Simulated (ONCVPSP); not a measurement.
Rb (Z = 37), ONCV: configuration errors across variants

Rb (Z = 37), optimised norm-conserving Vanderbilt (ONCV), made with ONCVPSP 4.0.1 (PW91, scalar-relativistic). Core [Ar] 3d10, reference 4s2 4p6 5s1. Waves: 4s+5s: rc 2.10 bohr, ncon 4, nbas 6, qcut 6.3 1/bohr, 3 projectors, debl 2.3 Ha; 4p: rc 2.00 bohr, ncon 5, nbas 9, qcut 6.5 1/bohr, 2 projectors, debl 2.2 Ha; d scattering state at 0.21 Ha: rc 2.25 bohr, ncon 4, nbas 7, qcut 4.7 1/bohr, 1 projector; f scattering state at 0.14 Ha: rc 1.70 bohr, ncon 4, nbas 8, qcut 6.1 1/bohr, 2 projectors, debl 0.8 Ha. Local part: polynomial inside 1.70 bohr (lpopt 5, dvloc0 0 Ha). Core correction: none.

All-electron excitation energies from the reference (eV): (1) 4s2 4p6 5s0 4.184; (2) 4s2 4p6 5s0.5 1.576; (3) 4s2 4p6 5s0 5p1 1.511; (4) 4s1 4p6 5s1 37.809.

Errors AE − PS in meV (a dash: test not solved or not reliable):

| change | (1) | (2) | (3) | (4) | bound ghosts | GHOST(+) flags above zero |
| --- | --- | --- | --- | --- | --- | --- |
| base | -0.1 | -0.1 | +0.1 | -39 | none | s |
| p: qcut 5.5 | -0.1 | -0.1 | +0.1 | -36 | none | s |
| p: qcut 6.6 | -0.1 | -0.1 | +0.1 | -39 | none | s |
| p: qcut 7.5 | -0.1 | -0.1 | +0.1 | -40 | none | s |
| p: qcut 8.1 | -0.1 | -0.1 | +0.1 | -40 | none | s |
| p: qcut 9.6 | -0.1 | -0.1 | +0.1 | -38 | none | s |

**Question.** Give the same row for: p: qcut 4.3.

**Answer.** -0.1, -0.1, +0.1, -32; bound ghosts: none; GHOST(+) flags above zero: s.
